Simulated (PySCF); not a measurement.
Isomers of C7H7NO2. Method: PBE0-D3(BJ)/def2-SVP geometry optimisation, gas phase in PySCF 2.14.0. One conformer each; no zero-point energy, no entropy. No frequencies were run at this level. Point groups hold within 0.08 Å.

Problem. Order them by energy at this level, lowest first, and give relative energies in kcal/mol.
A. `[CH3:1][C:2](=[O:3])[c:4]1[cH:5][cH:6][cH:7][n+:8]([O-:9])[cH:10]1` with C1–C2–C4–C5 180° (3-acetylpyridine 1-oxide)
B. `[CH3:1][O:2][C:3](=[O:4])[c:5]1[cH:6][cH:7][cH:8][cH:9][n:10]1` with C1–O2–C3–O4 0°, O2–C3–C5–C6 179°

Solution. B (0.0), A (41.9).

As drawn, the higher has an N–O linkage, which the lower lacks.

```json
{"SMILES": "COC(=O)c1ccccn1", "E (Eh)": "-475.29009", "E rel (kcal/mol)": "0.0", "dipole (D)": "1.61", "point group": "near Cs", "A, B, C (MHz)": "3631, 868.0, 703.7"}
{"SMILES": "CC(=O)c1ccc[n+]([O-])c1", "E (Eh)": "-475.22326", "E rel (kcal/mol)": "41.9", "dipole (D)": "1.01", "point group": "Cs", "A, B, C (MHz)": "2644, 983.4, 720.0"}
```
